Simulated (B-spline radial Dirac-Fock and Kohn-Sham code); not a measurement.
# L-shell conversion coefficients of Nd against transition energy

The computed values come from an atomic code on a B-spline grid: a Dirac-Hartree-Slater potential of the neutral atom with a Latter tail (no hole, which puts coefficients of high multipoles low close above an edge), finite nucleus with surface currents. Subshells within 1 keV of threshold and pair formation are left out.

```csv
energy (keV),E2,E4,E5,M1,M4,M5
10.7,43800,7.25e+08,2.77e+10,125,4.49e+09,2.85e+11
11.9,25600,3.95e+08,1.64e+10,91.1,2.01e+09,1.29e+11
16.4,5100,5.59e+07,2.46e+09,35.0,1.81e+08,1.08e+10
16.5,4950,5.38e+07,2.37e+09,34.3,1.73e+08,1.03e+10
18.1,3110,2.99e+07,1.30e+09,26.0,8.71e+07,4.96e+09
19.2,2310,2.05e+07,8.77e+08,21.8,5.63e+07,3.11e+09
20,1880,1.58e+07,6.66e+08,19.3,4.16e+07,2.25e+09
32.4,170,668000,2.24e+07,4.61,1.25e+06,4.87e+07
50,20.3,37000,928000,1.28,59100,1.61e+06
63.1,6.64,7800,165000,0.646,12100,268000
68,4.66,4730,94400,0.519,7340,152000
72.6,3.42,3060,58000,0.429,4750,92300
78.6,2.36,1800,32100,0.340,2810,50800
83.8,1.76,1180,20000,0.283,1850,31500
100,0.783,365,5380,0.170,594,8530
101,0.749,341,5000,0.165,557,7940
163,0.0936,15.2,151,0.0424,29.7,267
200,0.0406,4.22,35.3,0.0240,9.08,67.5
207,0.0354,3.41,27.7,0.0219,7.47,53.8
377,0.00395,0.105,0.517,0.00437,0.313,1.32
428,0.00261,0.0541,0.239,0.00314,0.170,0.646
474,0.00190,0.0324,0.132,0.00242,0.105,0.369
500,0.00162,0.0250,0.0973,0.00211,0.0822,0.277
539,0.00129,0.0176,0.0642,0.00174,0.0586,0.187
638,0.000806,0.00828,0.0265,0.00114,0.0281,0.0795
1000,0.000265,0.00150,0.00350,0.000382,0.00479,0.0103
1030,0.000248,0.00136,0.00311,0.000356,0.00430,0.00909
1690,8.81e-05,0.000317,0.000567,0.000113,0.000825,0.00140
2000,6.38e-05,0.000206,0.000347,7.77e-05,0.000498,0.000802
```

Q: How fast do they fall between 1030 and 2000 keV?

A: As powers of the energy: E2 E^-2.04, E4 E^-2.84, E5 E^-3.31, M1 E^-2.29, M4 E^-3.25, M5 E^-3.66. Within one type (E or M) the higher multipoles fall faster.
